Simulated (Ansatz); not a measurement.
CH₅BZn (`C[BH][ZnH]`), relaxed with RKS PBE0-D4/def2-TZVP in Ansatz from a GFN2-xTB geometry. The force threshold is 0.005 eV/Å; the program also tests the step.

Total charge 0; spin multiplicity 1.

Start:

```xyz
8

C     1.110    0.131   -0.070
B    -0.295    0.300    0.625
Zn   -1.988   -0.381   -0.345
H     1.108   -0.129   -1.129
H     1.746    1.007    0.058
H     1.629   -0.678    0.453
H    -0.216    0.774    1.699
H    -3.093   -1.024   -1.292
```

(1) By how much does the energy fall, and how many steps does the optimiser take? (An estimate is asked.)

(2) Which bonds change most? (Estimate.)

(3) Give the relaxed structure. (An estimate is asked.)

Results:

(1) The calculation gave: 1.52 kcal/mol, in 9 steps, 1 of them rejected.

(2) The calculation gave: B2–H7 from 1.176 to 1.206 Å; Zn3–H8 from 1.591 to 1.562 Å; B2–Zn3 from 2.067 to 2.088 Å; C1–B2 from 1.576 to 1.556 Å.

(3) The calculation gave: 
```xyz
8

C     1.181    0.175   -0.079
B    -0.263    0.282    0.490
Zn   -1.988   -0.465   -0.418
H     1.287   -0.028   -1.146
H     1.849    0.989    0.215
H     1.573   -0.718    0.445
H    -0.353    0.782    1.583
H    -3.286   -1.017   -1.090
```
